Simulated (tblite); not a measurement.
Run record: tight-binding relaxation, `[SiH3][Si]1(Br)[SiH2]C[SiH2]1`.

Computed with GFN2-xTB geometry optimisation, gas phase (tblite 0.8.0). Start geometry: from a force field or distance geometry. The input is one job of a driver script: a line of settings, then coordinates in Å.

Command:
```bash
OMP_NUM_THREADS=1 python probes_run.py task.json out
```

Input:
```
{"job": {"kind": "relax", "xc": "GFN2-xTB", "basis": "xTB"}, "charge": 0, "multiplicity": 1}
Si     2.439900    -0.057600     0.204100
Si     0.558700     0.327000    -0.968700
Br     0.794900     1.007700    -3.016600
Si    -1.004000    -1.250900    -0.629100
C     -1.590100    -0.323300     0.940900
Si    -1.023900     1.366100     0.252600
H      2.117500    -0.512700     1.578100
H      3.257400     1.184200     0.322600
H      3.269700    -1.104100    -0.441200
H     -2.056000    -1.296800    -1.667900
H     -0.473200    -2.610300    -0.310600
H     -2.668200    -0.391700     1.116400
H     -1.057400    -0.619000     1.848700
H     -2.067300     2.016000    -0.570100
H     -0.502500     2.273700     1.318800
```

Question: Give the output.

Answer: 
```
step      E/eV     max force
  0    -481.37261    2.311
  1    -481.56209    1.159
  2    -481.68464    0.709
  3    -481.71779    0.634
  4    -481.77394    0.337
  5    -481.79985    0.364
  6    -481.82741    0.410
  7    -481.85168    0.377
  8    -481.87577    0.359
  9    -481.89613    0.282
... (77 lines left out)
 87    -482.02981    0.032
 88    -482.02992    0.031
 89    -482.03000    0.019
 90    -482.03006    0.024
 91    -482.03012    0.018
 92    -482.03022    0.021
 93    -482.03028    0.023
 94    -482.03035    0.021
 95    -482.03039    0.015
 96    -482.03042    0.009
```

«max force» is the largest atomic force in eV/Å.

Question: From which step on does the largest force stay under 0.1 eV/Å, and how much energy is left to gain from there?

Answer: From step 56 (0.062 eV/Å), 9.4 meV above the end.

In short: energy lowered by 15.2 kcal/mol over 96 steps; largest atomic force 0.009 eV/Å at the end.

The run took 0.91 s on an Arm Neoverse V2 with one thread, on a shared host.
Labels such as C1 count atoms from 1, the log's own numbers from 0.
